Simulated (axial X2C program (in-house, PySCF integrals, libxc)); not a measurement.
## What spin–orbit coupling does to LiBr

Calculated with an axial X2C code built on PySCF integrals. Spin-free means the one-electron spin-free X2C Hamiltonian; two-component (2c) means X2C with spin–orbit coupling and atomic mean-field two-electron Coulomb and Gaunt terms, so the difference of the two also holds small scalar two-electron terms. Basis: Br dyall-cv3z [8s9p6d4f1g], Li dyall-cv3z [7s8p2d] (cores contracted in-house); Gaussian nuclei, density fitting, unrestricted open shells. Masses: Br 78.918 u, Li 7.016 u.

Spin-free state: M_S = 0, Λ = 0 (closed shell); fragments Br + Li.

```csv
level,Re (Å),ωe (cm⁻¹),De (eV),μ (D)
PBE0,2.168,563.3,4.240,7.03
HF,2.191,558.8,3.247,7.48
MP2,2.194,553.8,4.256,n/a
CCSD,2.192,555.0,4.128,n/a
CCSD(T),2.193,553.4,4.193,n/a
BP86,2.185,544.1,4.306,6.98
```

Correlated methods: 8 electrons correlated (number of frozen shells: Br 3 s, 2 p, 1 d; Li 1 s), 186 virtual spin orbitals or spinors in MP2, 72 natural virtuals in coupled cluster.

Dipoles are positive if Li is the positive end.

Two-component determinant lowest at the distance of the search:

Ω = 0 (closed shell); fragments Br + Li.

| level | Re (Å) | ωe (cm⁻¹) | De (eV) | μ (D) |
| --- | --- | --- | --- | --- |
| PBE0 | 2.169 | 562.7 | 4.136 | 7.03 |
| HF | 2.192 | 558.2 | 3.085 | 7.48 |
| MP2 | 2.195 | 553.3 | 4.113 | n/a |
| CCSD | 2.193 | 554.5 | 3.983 | n/a |
| CCSD(T) | 2.194 | 552.8 | 4.049 | n/a |
| BP86 | 2.186 | 543.4 | 4.187 | 6.97 |

Problem. From the two tables, how do the constants change at the CCSD(T) level (2c against spin-free)?

Solution. At the CCSD(T) level Re rises by 0.001 Å and ωe decreases by 0.6 cm⁻¹; De changes by -0.144 eV.

The state is one determinant whose occupation by symmetry is held fixed; it was picked as the lowest of a PBE0 search that is not exhaustive. Closed shells are restricted here (equal orbitals for both partners); the stretched side of such a curve lies too high. De is counted from the lowest determinant-based energies of the atoms at the same level, without counterpoise correction. Coupled cluster ran in a truncated set of natural virtual spinors; the MP2 energy of the rest was added. (T) has no such correction and the atoms are truncated less, which lowers De at CCSD(T) by a hundredth of an eV or more. Without a current term, density functionals place determinants with orbital angular momentum somewhat too high.
